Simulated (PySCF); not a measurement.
Computed properties of BH, SMILES [BH]

BH, SMILES [BH] (connectivity only; charge and spin as stated), neutral, multiplicity 1. Geometry optimised at r2SCAN-D4/def2-TZVPD. Other conformers were not sampled. All values are computed for the isolated molecule unless a solvent is named; none is compared with measurement here.

**Structure.** The optimised structure has C∞v symmetry. All 1 harmonic modes at r2SCAN-D4/def2-TZVPD (PySCF) are real, so it is a minimum.

**Vibrations.** The strongest infrared lines (harmonic, unscaled, degenerate partners summed) lie at 2301 cm⁻¹ (469 km/mol, H 91 %, B 9 %). The softest mode is at 2301 cm⁻¹ and the zero-point energy is 3.3 kcal/mol.

**Electronic structure.** PBE0/def2-TZVPD (PySCF) places the frontier levels at -6.68 and -2.35 eV, a gap of 4.33 eV, and gives a dipole moment of 1.56 D and a mean polarisability of 23.2 bohr³. PBE/def2-TZVPD (PySCF) at the same geometry gives -5.53 and -3.49 eV, so its gap is 2.29 eV narrower. An orbital gap is neither the optical nor the fundamental gap.

**Excitations.** TDA-CAM-B3LYP/def2-TZVPD (PySCF) has S1 at 2.80 eV (443 nm, f = 0.077, bright); the most intense of the 10 singlets computed lies at 8.80 eV (f = 0.41). Strengths of degenerate partners are summed. T1 (TDA) is at 0.99 eV, 1.81 eV under S1.

**NMR.** GIAO shifts at PBE0/pcSseg-2 (PySCF) (non-relativistic, atoms alike by connectivity averaged): ¹H at 8.4 ppm against TMS; ¹¹B at 364.0 ppm against BF3.
